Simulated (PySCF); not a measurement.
# One molecule, several mistakes: AlCGeH7

All numbers below are calculated, not measured. The program is PySCF 2.14.0, an open-source quantum chemistry code, run on an isolated molecule that a program drew, which may never have been made. The molecule is AlCGeH7 (charge 0, singlet), drawn as the SMILES string `[CH3][GeH2][AlH2]`.

Each row is a Hartree-Fock (HF) and frozen-core CCSD(T) single point in the cc-pV(D+d)Z basis, meant for a local HF minimum. Run 1 is clean. Each other run has one planted mistake out of seven kinds, and not every kind appears here: one electron removed, one electron added, multiplicity raised by two, geometry at a saddle point, minimal basis STO-3G, one bond length entered in bohr, all coordinates scaled. The reference is restricted for singlets and unrestricted otherwise, and also for a bond in bohr. Adding or removing an electron swaps singlet and doublet. Electrons count all cores. HOMO and LUMO are orbital energies over both spins, the gradient is its largest component, and the lowest frequency (negative if imaginary) is given only where the gradient is small. Bond lengths are over the 9 bonds as drawn. T1 is the CCSD diagnostic: over 0.02 (restricted) or 0.045 (unrestricted) a single reference is doubtful. Germanium has the cc-pVDZ-PP basis, with a core potential (ECP10MDF) in place of its 10 inner electrons, and its 3s, 3p and 3d shells are frozen in CCSD(T).

Geometry of the clean run:
```xyz
10
AlCGeH7, angstrom
C    -0.1165    2.4748    0.4815
Ge    1.2951    1.3344   -0.2985
Al    2.7994    0.2319    1.3840
H    -0.7266    2.9170   -0.3081
H    -0.7646    1.8863    1.1341
H     0.3265    3.2797    1.0714
H     2.1310    2.1990   -1.2659
H     0.6158    0.2641   -1.1790
H     2.6003    0.4580    2.9396
H     3.9773   -0.7123    0.9060
```

| run | electrons | basis functions | <S^2> | HOMO (eV) | LUMO (eV) | gradient (hartree/bohr) | lowest frequency (cm^-1) | mean bond (Å) | longest bond (Å) | T1 | HF (hartree) | CCSD(T) (hartree) | mistake |
|---|---|---|---|---|---|---|---|---|---|---|---|---|---|
| 1 | 58 | 95 | 0.000 | -9.62 | 0.76 | 4.5e-06 | 44 | 1.5574 | 2.512 | 0.0104 | -577.22729 | -577.60673 | no fault |
| 2 | 58 | 95 | 0.708 | -9.70 | 0.72 | 1.5e-02 | - | 1.6654 | 2.512 | 0.0618 | -577.10005 | -577.47648 | one bond length entered in bohr |
| 3 | 59 | 95 | 0.767 | -0.24 | 6.92 | 1.7e-02 | - | 1.5574 | 2.512 | 0.0113 | -577.21716 | -577.61165 | one electron added |
| 4 | 58 | 95 | 0.000 | -9.74 | 0.98 | 6.1e-02 | - | 1.4297 | 2.306 | 0.0098 | -577.16531 | -577.53885 | ? |

**Which mistake was planted in run 4, and what did it cost?**

The mean and the longest bond both change by the same factor, 0.918, and the gradient is no longer small. So the mistake is: all coordinates scaled. Subtracting run 1 and multiplying by 627.51 kcal/mol a hartree, the energy moved by 38.9 kcal/mol in HF and 42.6 kcal/mol in CCSD(T).

Cautions from the logs. Run 2: T1 is over the limit, so its CCSD(T) energy is less reliable.
